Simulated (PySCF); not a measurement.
F2Mn (SMILES [F][Mn][F]), sextet, at a GFN2-xTB geometry (such geometries of metal compounds can be far from the true shape); HF/6-31G* run with PySCF.

The PySCF input:
```python
from pyscf import gto, scf

mol = gto.Mole()
mol.atom = '''
    Mn    0.009789    0.000267   -0.001718
    F    -0.241809    1.281989   -1.098969
    F     0.214616   -1.282730    1.103741
'''
mol.basis = '6-31g*'
mol.charge = 0
mol.spin = 5
mol.verbose = 4
mol.build()

mf = scf.UHF(mol)
mf.kernel()
```

It wrote (shortened):

```
PySCF version 2.14.0

[INPUT] verbose = 4
[INPUT] num. atoms = 3
[INPUT] num. electrons = 43
[INPUT] charge = 0
[INPUT] spin (= nelec alpha-beta = 2S) = 5
[INPUT] symmetry False subgroup None
[INPUT] Mole.unit = angstrom
[INPUT] Symbol           X                Y                Z      unit          X                Y                Z       unit  Magmom
[INPUT]  1 Mn     0.009789000000   0.000267000000  -0.001718000000 AA    0.018498529033   0.000504556875  -0.003246549482 Bohr   0.0
[INPUT]  2 F     -0.241809000000   1.281989000000  -1.098969000000 AA   -0.456952784455   2.422608104705  -2.076750429387 Bohr   0.0
[INPUT]  3 F      0.214616000000  -1.282730000000   1.103741000000 AA    0.405565461950  -2.424008391763   2.085768202454 Bohr   0.0

nuclear repulsion = 152.156888794619
number of shells = 24
number of NR pGTOs = 151
number of NR cGTOs = 62
basis = 6-31g*
ecp = {}

******** <class 'pyscf.scf.uhf.UHF'> ********
method = UHF
initial guess = minao
damping factor = 0
level_shift factor = 0
DIIS = <class 'pyscf.scf.diis.CDIIS'>
diis_start_cycle = 1
diis_space = 8
diis_damp = 0
SCF conv_tol = 1e-09
SCF conv_tol_grad = None
SCF max_cycles = 50
direct_scf = True
direct_scf_tol = 1e-13
number electrons alpha = 24  beta = 19
Set gradient conv threshold to 3.16228e-05
init E= -1346.36653329633

cycle= 1 E= -1341.10518509074  delta_E= 5.26  |g|=  2.7  |ddm|= 7.89

cycle= 2 E= -1326.0626339398  delta_E=   15  |g|=  6.5  |ddm|=  7.8
cycle= 3 E= -1338.0357209791  delta_E=  -12  |g|= 5.01  |ddm|= 2.45
cycle= 4 E= -1339.77735413935  delta_E= -1.74  |g|= 4.65  |ddm|= 0.306
cycle= 5 E= -1343.06887305946  delta_E= -3.29  |g|= 3.64  |ddm|= 0.682
cycle= 6 E= -1343.95268936707  delta_E= -0.884  |g|= 3.27  |ddm|= 0.223
cycle= 7 E= -1345.58463185543  delta_E= -1.63  |g|= 2.47  |ddm|= 0.526
cycle= 8 E= -1348.35517968838  delta_E= -2.77  |g|= 0.65  |ddm|= 1.35
cycle= 9 E= -1348.63623263174  delta_E= -0.281  |g|= 0.209  |ddm|= 0.439
cycle= 10 E= -1348.67818908601  delta_E= -0.042  |g|= 0.034  |ddm|= 0.234
cycle= 11 E= -1348.67947350794  delta_E= -0.00128  |g|= 0.0119  |ddm|= 0.0395
cycle= 12 E= -1348.67966512013  delta_E= -0.000192  |g|= 0.00654  |ddm|= 0.0194
cycle= 13 E= -1348.67970588656  delta_E= -4.08e-05  |g|= 0.00373  |ddm|= 0.0113
cycle= 14 E= -1348.67971372142  delta_E= -7.83e-06  |g|= 0.00119  |ddm|= 0.00497
cycle= 15 E= -1348.67971436044  delta_E= -6.39e-07  |g|= 0.000328  |ddm|= 0.00122
cycle= 16 E= -1348.67971441604  delta_E= -5.56e-08  |g|= 9.15e-05  |ddm|= 0.000263
cycle= 17 E= -1348.67971442595  delta_E= -9.91e-09  |g|= 2.98e-05  |ddm|= 0.000135
cycle= 18 E= -1348.67971442744  delta_E= -1.49e-09  |g|= 1.37e-05  |ddm|= 6.73e-05
cycle= 19 E= -1348.67971442784  delta_E= -3.99e-10  |g|= 4.76e-06  |ddm|= 4.63e-05
Extra cycle  E= -1348.67971442787  delta_E= -2.77e-11  |g|= 2.51e-06  |ddm|= 6.9e-06
converged SCF energy = -1348.67971442787  <S^2> = 8.7648424  2S+1 = 6.0049454
```
